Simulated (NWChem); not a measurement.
System meant: WN2H3OF; SMILES [NH]=[W](=[O])([NH2])[F]

NWChem input:

```
start job
memory heap 200 mb stack 900 mb global 1100 mb
geometry units angstroms noautoz
  W      0.011245     0.019709    -0.006772
  O     -0.241001    -0.114648     1.675782
  N     -1.481117    -0.211561    -0.890576
  H     -2.485428    -0.367306    -0.882733
  F      0.736527     1.705405    -0.427690
  N      1.148519    -1.446348    -0.560628
  H      1.870118    -1.836758     0.040957
  H      0.980713    -2.045794    -1.362850
end
basis spherical
  * library def2-svp
end
ecp
  W library def2-ecp
end
dft
  xc b3lyp
  iterations 4
  mulliken
end
task dft energy
```

End of the output:

```
    Atom       Charge   Shell Charges
 -----------   ------   -------------------------------------------------------
    1 W   14    13.75   0.00  0.04  1.09  0.78  0.34  0.14  4.97  1.26  0.42  3.18  1.18  0.35
    2 O    8     8.21   1.98  0.98  0.70  2.69  1.85  0.02
    3 N    7     6.98   1.97  0.78  0.51  2.07  1.62  0.03
    4 H    1     0.91   0.58  0.21  0.12
    5 F    9     9.19   1.98  1.03  0.78  3.25  2.16  0.01
    6 N    7     7.16   1.97  0.72  0.45  2.29  1.72  0.03
    7 H    1     0.90   0.58  0.19  0.13
    8 H    1     0.90   0.58  0.19  0.13

 center of mass
 --------------
 x =  -0.01047190 y =   0.05001016 z =   0.01627505

 moments of inertia (a.u.)
 ------------------
         567.117423211731           0.000000000000           0.000000000000
           0.000000000000         490.511794275687          -0.000000000000
           0.000000000000          -0.000000000000         588.003993587559

     Multipole analysis of the density
     ---------------------------------

     L   x y z        total         alpha         beta         nuclear
     -   - - -        -----         -----         ----         -------
     0   0 0 0     -0.000000    -24.000000    -24.000000     48.000000

     1   1 0 0      0.085540     -1.615654     -1.615654      3.316848
     1   0 1 0     -1.200919      0.468916      0.468916     -2.138751
     1   0 0 1     -1.037393      0.300592      0.300592     -1.638576

     2   2 0 0    -30.642912    -86.813333    -86.813333    142.983754
     2   1 1 0     -3.388554      3.864125      3.864125    -11.116803
     2   1 0 1      4.755146     -0.837504     -0.837504      6.430155
     2   0 2 0    -33.626342   -103.957777   -103.957777    174.289211
     2   0 1 1      1.362991     -0.662673     -0.662673      2.688338
     2   0 0 2    -35.241716    -79.933130    -79.933130    124.624545

 ------------------------------------------------------------------------
 dft energy failed                                                                                  0
 ------------------------------------------------------------------------
 ------------------------------------------------------------------------
  current input line :
    24: task dft energy
 ------------------------------------------------------------------------
 ------------------------------------------------------------------------
 This type of error is most commonly associated with calculations not reaching convergence criteria
 ------------------------------------------------------------------------
 For more information see the NWChem manual at https://nwchemgit.github.io

0:dft energy failed:Received an Error in Communication
```

Question: Find the fault in this run and fix the input.

Answer: The run did not converge; its last values are not results. Cause: the SCF was allowed too few iterations. This input runs:
```
start job
memory heap 200 mb stack 900 mb global 1100 mb
geometry units angstroms noautoz
  W      0.011245     0.019709    -0.006772
  O     -0.241001    -0.114648     1.675782
  N     -1.481117    -0.211561    -0.890576
  H     -2.485428    -0.367306    -0.882733
  F      0.736527     1.705405    -0.427690
  N      1.148519    -1.446348    -0.560628
  H      1.870118    -1.836758     0.040957
  H      0.980713    -2.045794    -1.362850
end
basis spherical
  W library def2-svp
  O library def2-svp
  N library def2-svp
  H library def2-svp
  F library def2-svp
end
ecp
  W library def2-ecp
end
dft
  xc b3lyp
  iterations 150
  mulliken
end
task dft energy
```
It converges to -353.43092 Ha (B3LYP/def2-SVP with def2 effective core potentials on W).
